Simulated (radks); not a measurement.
Values are calculated unless marked as measured or tabulated.
Task: All-electron atom: Mo I in [Kr] 4d5 5s1. Level of theory: scalar-relativistic Kohn-Sham, LDA (Slater exchange, Perdew-Wang correlation), spin-polarised, spherical densities, finite nucleus; open shells are filled with parallel spins first (spin-orbit coupling, left out, can overturn this in heavy ions); Fermi nuclear charge, rms radius 4.4091 fm (a radial shooting solver on a logarithmic mesh with Libxc functionals). Some entries of the table are withheld. Estimate them.

| orbital | occ. | eigenvalue (eV) | <r^2> (bohr^2) | <r> (bohr) |
|---|---|---|---|---|
| 1s up | 1 | -19793.75 | 0.001672 | 0.03521 |
| 1s down | 1 | -19793.74 | 0.001672 | 0.03521 |
| 2s up | 1 | -2795.854 | 0.02792 | 0.1539 |
| 2s down | 1 | -2795.382 | 0.02791 | 0.1539 |
| 2p up | 3 | -2501.292 | 0.02195 | 0.1340 |
| 2p down | 3 | -2500.923 | 0.02195 | 0.1340 |
| 3s up | 1 | -474.8383 | 0.2117 | 0.4298 |
| 3s down | 1 | -474.4880 | 0.2115 | 0.4297 |
| 3p up | 3 | -378.3380 | 0.2166 | 0.4313 |
| 3p down | 3 | -377.9573 | 0.2164 | 0.4311 |
| 3d up | 5 | -220.8139 | 0.2080 | 0.4157 |
| 3d down | 5 | -220.3062 | 0.2076 | 0.4154 |
| 4s up | 1 | (1) | (2) | 1.109 |
| 4s down | 1 | (3) | (4) | 1.103 |
| 4p up | 3 | (5) | 1.771 | 1.241 |
| 4p down | 3 | (6) | 1.746 | 1.232 |
| 5s up | 1 | -4.8327 | 13.58 | 3.443 |
| 4d up | 5 | -4.6699 | 4.882 | 1.975 |
| 5s down | 0 | -2.7267 | 17.96 | 3.916 |
| 4d down | 0 | -1.7169 | 6.118 | 2.141 |

Result: 
(1) 4s up eigenvalue (eV): -64.9080
(2) 4s up <r^2> (bohr^2): 1.397
(3) 4s down eigenvalue (eV): -62.4052
(4) 4s down <r^2> (bohr^2): 1.380
(5) 4p up eigenvalue (eV): -39.1832
(6) 4p down eigenvalue (eV): -36.4483
